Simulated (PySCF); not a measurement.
sulfur trioxide (O3S), SMILES O=S(=O)=O. Coordinates come from a PBE-D3(BJ)/def2-TZVP optimisation.

Q: Give the equilibrium geometry at PBE-D3(BJ)/def2-TZVP (PySCF confirms it by a frequency run) as Cartesian coordinates in Å, and its point group. (An estimate is asked for; the answer gives what the named calculation found.)

A: point group D3h.
```xyz
4

O      1.4442     0.0000     0.0000
S      0.0000     0.0000     0.0000
O     -0.7221    -1.2507     0.0000
O     -0.7221     1.2507     0.0000
```
